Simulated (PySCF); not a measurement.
**Bond length, frequency and bond energy of NaAs by level of theory**

State: ³Σ⁻ (triplet), unpaired electrons π ↑↑. Set-up: basis Na def2-SVP, As def2-SVP; no relativity; PySCF 2.14. De refers to Na + As in their high-spin ground configurations, without counterpoise correction. The functionals are run spin-unrestricted. A positive dipole means Na(−)As(+).

```tsv
Level	Re (Å)	ωe (cm⁻¹)	De (eV)	μ (D)	CPU s a point (SCF and correlation, without the integrals)
ROHF	2.776	235	0.101	-8.32	0.065
ROHF-MP2	2.776	229	0.74	n/a	0.12
ROHF-SCS-MP2	2.782	226	0.76	n/a	n/a
ROHF-CCSD	2.802	215	0.78	n/a	n/a
ROHF-CCSD(T)	2.810	211	0.83	n/a	3
PBE	2.763	219	1.35	-5.85	0.33
PBEsol	2.746	222	1.42	-6.05	0.25
BP86	2.767	218	1.39	-6.06	0.24
r²SCAN	2.763	222	1.33	-6.74	0.45
PBE0	2.748	227	1.24	-6.70	0.59
LC-ωPBE	2.712	243	1.16	-7.98	0.57
B2PLYP	2.756	228	1.17	-6.85	0.35
```

The bond length runs from 2.712 Å (LC-ωPBE) to 2.810 Å (ROHF-CCSD(T)). De spans 0.10 eV (ROHF, mean field) to 1.42 eV (PBEsol, GGA). Correlation at CCSD(T) changes the Hartree–Fock bond energy by +0.73 eV; the triples alone change it by +0.05 eV.

Correlated steps freeze 10 core orbitals. Correlated levels converge slowly with the basis: in double zeta they bind strong bonds too weakly, by up to about 1 eV, and carry superposition errors of some tenths. Spin–orbit coupling is left out. B2PLYP dipoles, levels and charges come from its SCF part alone. The state was picked by a PBE0 search and need not be the measured ground state.

The whole job (state search and all levels along the bond) took about 1.3 min on 1 thread of AMD EPYC 9R14 (shared host), peak memory 0.53 GiB.
